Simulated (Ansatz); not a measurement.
CH$_{6}$B$_{2}$ClGa. Total charge 0; spin multiplicity 1. The bonds changed during the relaxation, so this is another structure than the one it started from.

```xyz
11

B     0.225   -1.358   -0.693
B    -0.409    0.048   -0.727
C    -0.984    1.449   -0.654
Ga    1.177   -0.748    1.110
Cl    0.045    0.265    2.683
H    -0.402   -2.177   -0.046
H     1.098   -1.726   -1.427
H    -0.210    2.187   -0.898
H    -1.308    1.655    0.373
H    -1.827    1.592   -1.334
H     2.594   -1.187    1.614
```

(1) List the harmonic frequencies (cm⁻¹, unscaled) at PBE0-D4/def2-TZVP in Ansatz. (Best estimate.)

(2) Is this a minimum?

(3) Give the ideal-gas thermochemistry at 298.15 K and 1 bar (rigid rotor, harmonic oscillator; point group C1, symmetry number 1).

(4) And at 400, 500, 600, 800 and 1000 K?

Answers

(1) Ansatz gave: 53, 75, 104, 119, 185, 306, 362, 377, 413, 481, 555, 587, 685, 775, 857, 874, 1040, 1270, 1408, 1422, 1439, 1965, 2466, 2614, 3034, 3104, 3131.

(2) Yes, all 27 modes are real.

(3) Zero-point energy 177.6 kJ/mol; H(298) − E = 203.3 kJ/mol; entropy 391.8 J/(mol·K), of which translation 170.9, rotation 117.5, vibration 103.4; G(298) − E = 86.5 kJ/mol. Modes under 100 cm⁻¹ are hindered rotations or soft bends, so the harmonic entropy is rough.

(4) 
```tsv
T (K)	H − E (kJ/mol)	S (J/mol/K)	G − E (kJ/mol)
400	217.5	432.4	44.5
500	233.1	467.2	-0.5
600	250.0	498.1	-48.8
800	287.1	551.3	-153.9
1000	327.4	596.2	-268.8
```
